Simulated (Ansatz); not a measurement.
Method: B3LYP-D3(BJ)/def2-TZVP in Ansatz (an electronic-structure program). No frequencies were computed at this level.

Ansatz 0.2 input:
```yaml
crystal:
  periodic: [false, false, false]
  atoms:
    - { symbol: Ga, position_ang: [0.000046, 0.000372, -0.000796] }
    - { symbol: H, position_ang: [1.566787, -0.01921, -0.00618] }
    - { symbol: H, position_ang: [-0.768586, 1.366417, 0.016955] }
    - { symbol: H, position_ang: [-0.798249, -1.347577, -0.009979] }
basis:
  gaussian: { orbitals: def2-tzvp }
hamiltonian:
  xc: b3lyp
  dispersion: d3bj
relax:
  max_steps: 150
```

Output:

```
Functional definition: B3LYP
535 factors; their error is unknown
mean field evaluation 1: about -52426.5939 eV, gradient 2.6e1 eV
mean field evaluation 2: about -52426.6409 eV, gradient 3.3e1 eV
mean field evaluation 4: about -52427.4246 eV, gradient 1.8e-1 eV
mean field evaluation 8: about -52427.5712 eV, gradient 6.6e-2 eV
mean field -52427.57124778 eV, -1926.6777066720 hartree, gradient 3.5e-5 eV, S^2 0.000000; 0 other end points of the search recorded, 0 dependent functions left out
reference -52427.57146657 eV, -1926.6777147120 hartree; 17, 17 occupied and 49, 49 virtual orbitals, 535 factors
relax step   1: F+E_penalty+E_count = -52427.62603930 eV  Δ(F+E_penalty+E_count) = +0.000e0 eV  max|allowed force component| = 4.230e-2 eV/Å  Δτ_max = 0.0000 Å  (21 SCF iters, accepted)
these checks for a lower state are left out or cut short: starts, cluster_reference, orbital_swaps, neighbouring_geometries, increment
535 factors; their error is unknown
mean field evaluation 16: about -52427.5714 eV, gradient 3.4e-5 eV
mean field -52427.57143915 eV, -1926.6777137045 hartree, gradient 7.4e-5 eV, S^2 0.000000; 0 other end points of the search recorded, 0 dependent functions left out
reference -52427.57165794 eV, -1926.6777217448 hartree; 17, 17 occupied and 49, 49 virtual orbitals, 535 factors
relax step   2: F+E_penalty+E_count = -52427.62621282 eV  Δ(F+E_penalty+E_count) = -1.735e-4 eV  max|allowed force component| = 7.176e-3 eV/Å  Δτ_max = 0.0033 Å  (18 SCF iters, accepted)
535 factors; their error is unknown
mean field -52427.57143915 eV, -1926.6777137045 hartree, gradient 7.4e-5 eV, S^2 0.000000; 1 other end points of the search recorded, 0 dependent functions left out
reference -52427.57165794 eV, -1926.6777217448 hartree; 17, 17 occupied and 49, 49 virtual orbitals, 535 factors
Total energy: -52427.62643161 eV, -1926.6797346402 hartree
Atom 0 at     0.000021    -0.000178     0.000587 Å, force    -0.000633     0.001720    -0.004325 eV/Å
Atom 1 at     1.569227    -0.017852    -0.006639 Å, force     0.007176    -0.000963     0.001410 eV/Å
Atom 2 at    -0.768730     1.367950     0.016508 Å, force    -0.003472     0.005457     0.001517 eV/Å
Atom 3 at    -0.800521    -1.349918    -0.010456 Å, force    -0.003071    -0.006214     0.001398 eV/Å
Dipole moment:     0.000032    -0.000218     0.000558 e Å
```

Cost: roughly 2.7 core-seconds.
